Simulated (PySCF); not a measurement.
Which element holds H most strongly?

CCSD(T) in PySCF with def2-TZVPPD on every atom (core potentials on Hf, Ta), for the lowest determinant that a PBE0 search found; no spin–orbit coupling. D0 is De less the harmonic zero-point energy.

| M | state (unpaired electrons) | Re (Å) | ωe (cm⁻¹) | D0(MH) (eV) |
| --- | --- | --- | --- | --- |
| Ta | quintet (σ ↑, π ↑↑, δ ↑) | 1.783 | 1757 | 2.23 |
| C | doublet (π ↑) | 1.121 | 2849 | 3.37 |
| Ni | doublet (δ ↑) | 1.454 | 1975 | 2.86 |
| Hf | doublet (δ ↑) | 1.848 | 1668 | 2.71 |
| P | triplet (π ↑↑) | 1.425 | 2362 | 2.93 |
| Cu | singlet (closed shell) | 1.471 | 1876 | 2.60 |
| Ge | doublet (π ↑) | 1.591 | 1907 | 2.81 |

**Question.** Order the elements by D0 and give the energy of HfH + Ge → GeH + Hf.

**Answer.** C > P > Ni > Ge > Hf > Cu > Ta; ΔE = 2.71 − 2.81 = -0.10 eV at CCSD(T)/def2-TZVPPD. Close neighbours can swap at other levels.

Correlated steps freeze the inner cores (0 to 9 orbitals); shallow outer-core shells are correlated. UHF and ROHF references stand side by side, which adds small steps between rows. These are scalar-relativistic numbers at best; spin–orbit coupling would shift them, the dissociation energy most. Where the molecule has an RHF reference, its open-shell atoms are computed with UHF. The CCSD T1 diagnostic is raised in CuH, NiH, a sign that a single reference may not be enough there. States were picked by a PBE0 search and need not be the measured ground states. The state is the lowest single determinant that the PBE0 search found; with open d or f shells the true ground state can be another one.
